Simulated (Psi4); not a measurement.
H$_{3}$O (SMILES [OH3+]), charge +1, singlet, geometry from GFN2-xTB. Base run: Psi4 with HF/cc-pVTZ.

Psi4 was given this input:
```
memory 2 GB

molecule mol {
1 1
  O     0.070940    0.002888    0.031336
  H    -0.025127    0.805022   -0.529842
  H     0.027376   -0.824717   -0.498515
  H    -0.569771   -0.003407    0.777672
}

set basis cc-pvtz
set reference rhf

energy('scf')
print_variables()
```

Each row names what was changed in the base input (with any setting that the change needs).

```tsv
change	ΔE vs base (mEh)	SCF cycles	basis functions
base	0.000	7	72
df_basis_scf = cc-pvqz-jkfit	-0.006	7	72
scf_initial_accelerator = ediis	0.000	7	72
puream = false	-0.347	7	80
d_convergence = 1e-8	0.000	9	72
df_basis_scf = cc-pvtz-jkfit	0.000	7	72
basis_guess = true	0.000	6	72
guess = gwh	0.000	9	72
e_convergence = 1e-8	0.000	8	72
damping_percentage = 20	0.000	13	72
e_convergence = 1e-4	0.000	7	72
guess = huckel	0.000	8	72
scf_type = cd	0.002	7	72
```
